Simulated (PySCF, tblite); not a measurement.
Species: C₆H₁₃BS.
Atom-mapped SMILES: `[CH3:1][C@@H:2]1[BH:3][CH2:4][CH2:5][S:6][C@H:7]1[CH3:8]` (hydrogens: H9, H10, H11 on C1; H12 on C2; H13 on B3; H14, H15 on C4; H16, H17 on C5; H18 on C7; H19, H20, H21 on C8)

Jobs on this species (21 atoms, 70 electrons) with PySCF (density fitting) and tblite. Hardware of each: Intel Xeon 6975P-C, one thread, shared host. Times come from a shared host and carry two figures at best.

| level and settings | work | basis functions | SCF cycles | wall time |
| --- | --- | --- | --- | --- |
| GFN2-xTB | Hessian by finite differences | – | – | 0.72 s |
| PBE0/pcSseg-1 | shieldings, ring-centre shieldings, charges and field gradients, density and orbital grids written | 208 | ? | ? |
| GFN2-xTB | L-BFGS relaxation | – | – | 0.71 s |

Fill in the missing figures.

- PBE0/pcSseg-1; shieldings, ring-centre shieldings, charges and field gradients, density and orbital grids written: 37 s, 12 SCF cycles

What do all jobs in the table cost together?

About 38 s; the longest takes about 96 % of that, and about 52 times as long as the shortest.
